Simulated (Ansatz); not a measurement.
## Abstraction of Br: BBrCl2 + CH2Br → BCl2 + CH2Br2

Species: BBrCl2 (bromodichloroborane) `ClB(Cl)Br`, singlet; CH2Br `[CH2]Br`, doublet; BCl2 `Cl[B]Cl`, doublet; CH2Br2 (dibromomethane) `BrCBr`, singlet. A radical takes Br: the energy is the difference in strength between the B–Br bond broken and the C–Br bond made.

Shapes, held fixed at every level: PBE0-D4/def2-TZVP. Programs: Ansatz 0.2.0. The zero-point and thermal change to 298 K, harmonic and unscaled (PBE0-D4/def2-TZVP), is +6.7 kJ/mol.

```json
{"level": "MP2/def2-SVP", "kind": "perturbation theory", "ΔH(298 K) (kJ/mol)": "+158.7", "less CCSD(T)/def2-TZVPP": "+12.3"}
{"level": "MP2/def2-TZVPP", "kind": "perturbation theory", "ΔH(298 K) (kJ/mol)": "+143.4", "less CCSD(T)/def2-TZVPP": "-3.0"}
{"level": "HF/def2-SVP", "kind": "Hartree–Fock", "ΔH(298 K) (kJ/mol)": "+170.4", "less CCSD(T)/def2-TZVPP": "+24.0"}
{"level": "B3LYP-D4/def2-TZVPP", "kind": "global hybrid", "ΔH(298 K) (kJ/mol)": "+146.1", "less CCSD(T)/def2-TZVPP": "-0.3"}
{"level": "BHLYP-D4/def2-TZVPP", "kind": "global hybrid", "ΔH(298 K) (kJ/mol)": "+153.9", "less CCSD(T)/def2-TZVPP": "+7.5"}
{"level": "CCSD/def2-SVP", "kind": "coupled cluster or CI", "ΔH(298 K) (kJ/mol)": "+162.7", "less CCSD(T)/def2-TZVPP": "+16.3"}
{"level": "CCSD/def2-TZVPP", "kind": "coupled cluster or CI", "ΔH(298 K) (kJ/mol)": "+148.3", "less CCSD(T)/def2-TZVPP": "+1.9"}
{"level": "CCSD(T)/def2-TZVPP", "kind": "coupled cluster or CI", "ΔH(298 K) (kJ/mol)": "+146.4", "less CCSD(T)/def2-TZVPP": "0.0"}
```

The highest level, CCSD(T)/def2-TZVPP, gives ΔH(298 K) = +146.4 kJ/mol; the levels span +143.4 to +170.4. The column of differences is taken from that level and isn't an error. No measured value is set beside it here. Open shells run unrestricted. Relativity is left out for Br. Outer-core shells of Br are correlated, in sets that cover them unevenly.
